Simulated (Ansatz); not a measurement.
H₄O₂SiZn, SMILES `[OH][Zn][O][SiH3]`. Total charge 0; spin multiplicity 1. For Zn the d shell is correlated and the shells below it are frozen. Scalar relativity is left out up to krypton.

```xyz
8

O    -0.8907    3.0736   -0.6028
Zn   -0.5660    1.4331   -0.0478
O    -0.4118   -0.2051    0.5611
Si    0.3182   -1.6275    0.2811
H    -0.1122    3.6048   -0.7797
H    -0.1736   -2.6320    1.2609
H     0.0367   -2.1297   -1.0954
H     1.7995   -1.5171    0.4226
```

Problem. Give the diagnostics of a CCSD(T)/def2-TZVPP run (frozen core, Ansatz 0.2.0). (Estimate.)

Solution. Ansatz gave: T1 = 0.0164, largest single amplitude 0.035, largest double 0.018, (T) share of the correlation energy 3.2 %, 11 CCSD cycles. The RHF solution is stable towards an unrestricted one. T1 lies under the customary mark of 0.02 for closed shells.
